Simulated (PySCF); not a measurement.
# Unknowns

Equivalent nuclei averaged, non-relativistic, no solvent model, single conformer. GFN2-xTB geometry; NMR shieldings at PBE0/pcSseg-1/GIAO; PySCF 2.14.

Scale: ¹H and ¹³C vs TMS (reference shieldings calculated alike). Splittings of carbon signals by F and P are missing where no couplings were computed. Where no couplings were computed, multiplicities follow the n + 1 count of equivalent neighbours, and m marks all less simple cases (inequivalent or close neighbours, rings, F or P nearby). Shifts are as computed. Against solution values, carbons near 30 ppm lie about +3 ppm off and those near 130 ppm about +5 ppm; carbons on Cl a further +6 ppm. Of 1309 compounds with measured shifts, 239 miss one by over three times the rms of a fit or turn the order of signals round; such compounds aren't used in these exercises. Carbons bonded to Cl come out too deshielded.

Task: C5H6ClFO2. ¹H NMR (300 MHz, computed): δ 6.73 (m, 1H), 4.68 (m, 1H), 4.47 (m, 1H), 4.03 (s, 3H). ¹³C{¹H} NMR (computed): δ 159.1 (CH), 125.1 (C), 118.5 (C), 84.2 (CH2), 55.8 (CH3). What is it?

Result: `CO[C@]1(F)COC=C1Cl`. Rings plus π bonds: 2 (1 ring in the answer). 5 carbon signals for 5 carbons: no two carbons are equivalent. Carbon types of the structure: 2 × C, 1 × CH, 1 × CH2, 1 × CH3, which accounts for all hydrogens. δC 159.1: alkene carbon bearing oxygen; an sp2 carbon further deshielded by the attached heteroatom. δC 125.1: allylic fully substituted sp3 carbon bonded to F and O; 2 electronegative neighbours deshield it. δC 118.5: β carbon of an enol-ether or enamine type C=C. δC 84.2: sp3 CH2 bonded to O; pulled downfield by the heteroatom.

The data come from this structure; uniqueness wasn't tested.

Task: C5H6ClFO2. ¹H NMR (400 MHz, computed): δ 6.19 (m, 1H), 4.07 (m, 1H), 3.14 (m, 1H), 2.87 (m, 1H), 2.78 (m, 1H), 2.45 (m, 1H). ¹³C{¹H} NMR (computed): δ 170.8 (C), 109.1 (CH), 54.8 (CH), 43.9 (CH2), 43.5 (CH2). What is it?

Result: `O=C1C[C@@H](Cl)C[C@@H](F)O1`. The formula gives 2 degrees of unsaturation (1 ring in the answer). 5 carbon signals for 5 carbons: no two carbons are equivalent. Carbon types of the structure: 1 × C, 2 × CH, 2 × CH2, which accounts for all hydrogens. δC 170.8: ester carbonyl carbon; lone-pair donation from the attached heteroatom keeps it upfield of a ketone carbonyl. δC 109.1: sp3 CH bonded to F and O; 2 electronegative neighbours deshield it. δC 54.8: sp3 CH bonded to Cl; deshielded by the electronegative neighbour. δH 6.19: hydrogen on an sp3 CH bonded to F and O; its carbon carries F and O, hence the downfield position.

This is the structure that produced the data.
